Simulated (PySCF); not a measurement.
SMILES F[C]([GeH3])(F)F (CH3F3Ge), B3LYP/def2-SVP optimised geometry. Atoms within 1.6 Å of the plane z = 1.2 Å (x, y, z in Å): Ge1 (-0.49, -0.31, 0.00), H6 (-1.05, -1.12, 1.18), H7 (-1.05, 1.12, 0.00), H8 (1.05, -0.31, 0.00).

Level of theory: B3LYP/def2-TZVP in PySCF 2.14.0.

Map of the Laplacian of the electron density (e/bohr⁵), clipped to [-1.50, 1.50] on the plane z = 1.2 Å:

```
|99999999999999999999999999999|
|99999999999999999999999999999|
|99999999999999999999999999999|
|99999999999999999999999999999|
|99999999999999999999999999999|
|99999999999999999999999999999|
|99999999999999999999999999999|
|99999999999999999999999999999|
|99999999999999999999999999999|
|99999999999999999999999999999|
|99999999999999999999999999999|
|99999999999999999999999999999|
|99999999999999999999999999999|
|99999999999999999999999999999|
|99999999999999999999999999999|
|99999999999999999999999999999|
|99999999999999999999999999999|
|99999999998899999999999999999|
|99999999940799999999999999999|
|99999999950899999999999999999|
|99999999999999999999999999999|
|99999999999999999999999999999|
|99999999999999999999999999999|
|99999999999999999999999999999|
|99999999999999999999999999999|
|99999999999999999999999999999|
|99999999999999999999999999999|
|99999999999999999999999999999|
|99999999999999999999999999999|
```
Scale: ten equal steps from -1.50 (start of '0') to 0.055 (end of '9'), in the order '0123456789'; x runs from -3.50 to 3.50, y from -3.50 (bottom) to 3.50 (top).
